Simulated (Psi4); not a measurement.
C$_{3}$H$_{9}$ClSi (SMILES C[Si](C)(C)Cl), singlet, geometry from GFN2-xTB. Base run: M06-2X/STO-3G run with Psi4 1.11.

Geometry (Å):
```xyz
14

C     -0.7498     1.5967    -0.3673
Si     0.1694     0.1151     0.3996
C      1.6347    -0.4113    -0.6977
C     -1.0215    -1.3446     0.6821
Cl     0.9091     0.6944     2.2157
H     -1.1672     1.3429    -1.3367
H     -1.5679     1.9257     0.2671
H     -0.0853     2.4446    -0.5073
H      2.1756    -1.2461    -0.2610
H      1.2995    -0.7168    -1.6839
H      2.3426     0.4022    -0.8283
H     -1.4497    -1.6912    -0.2532
H     -1.8426    -1.0639     1.3356
H     -0.5124    -2.1864     1.1427
```
All else is at Psi4's defaults (density fitting; Cartesian or spherical functions as each basis is defined).

Variants of this job, named by their change:

| change | basis functions | E (Eh) | dipole (D) | core-seconds (rough) |
|---|---|---|---|---|
| base | 42 | -859.78112 | 2.83 | 10 |
| basis = 3-21G | [?] | [?] | [?] | 10 |
| basis = def2-SV(P) | 96 | -869.07169 | 1.85 | 30 |
| basis = 6-31+G* | 121 | -869.37647 | 2.20 | 40 |
| basis = cc-pVDZ | 123 | -869.40940 | 2.04 | 50 |
| basis = 6-31G** | [?] | [?] | [?] | 30 |
| basis = 6-311G** | 160 | -869.46827 | 2.32 | 40 |
| basis = def2-SVPD | 183 | -869.10856 | 2.04 | 70 |
| basis = aug-cc-pVDZ | 204 | -869.42443 | 2.00 | 100 |
| basis = 6-311+G(2d,p) | 205 | -869.48014 | 1.97 | 90 |
| basis = def2-TZVPD | [?] | [?] | [?] | 200 |
| basis = cc-pV(T+d)Z | [?] | [?] | [?] | 200 |
| basis = def2-TZVPP | 303 | -869.49421 | 1.87 | 200 |

Question: Fill in the missing entries.

Answer: 
- basis = 3-21G, basis functions: 71
- basis = 3-21G, E (Eh): -865.00163
- basis = 3-21G, dipole (D): 2.96
- basis = 6-31G**, basis functions: 128
- basis = 6-31G**, E (Eh): -869.38297
- basis = 6-31G**, dipole (D): 2.28
- basis = def2-TZVPD, basis functions: 281
- basis = def2-TZVPD, E (Eh): -869.49177
- basis = def2-TZVPD, dipole (D): 1.92
- basis = cc-pV(T+d)Z, basis functions: 294
- basis = cc-pV(T+d)Z, E (Eh): -869.50484
- basis = cc-pV(T+d)Z, dipole (D): 1.89

Totals compare only among sets that treat the same electrons; sets with core potentials leave the core out.
